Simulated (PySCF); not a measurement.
**P (phosphorus, neutral) across methods**

[Ne] 3s1 3p4, high-spin 4P determinant (an excited configuration). All numbers are calculated (PySCF 2.14, the non-relativistic Hamiltonian (point nucleus), in dyall-av2z).

```
 method  E (hartree)  mean ε 3s α (eV)  mean ε 3p α (eV)  mean ε 3p β (eV)  Σ⟨r²⟩ (bohr²)   ⟨S²⟩
    PBE    -340.8130           -15.718            -6.988            -4.732          32.15  3.756
 PBEsol    -340.2281           -15.687            -6.971            -4.645          32.23  3.757
    LDA    -339.6998           -15.717            -7.036            -4.729          32.34  3.757
 r2SCAN    -340.9569           -16.744            -7.479            -4.749          32.18  3.766
  B3LYP    -340.9863           -17.413            -7.898            -5.485          32.21  3.758
   PW91    -340.9581           -15.762            -7.025            -4.759          32.14  3.756
wB97X-V    -340.8982           -20.759           -10.531            -7.629          32.14  3.759
    UHF   -340.41657           -24.442           -11.882            -6.437          33.34  3.796
```

Question: Estimate the same row for PBE0.

Answer: E (hartree) = -340.8400; mean ε 3s α (eV) = -17.990; mean ε 3p α (eV) = -8.302; mean ε 3p β (eV) = -5.500; Σ⟨r²⟩ (bohr²) = 32.07; ⟨S²⟩ = 3.759.
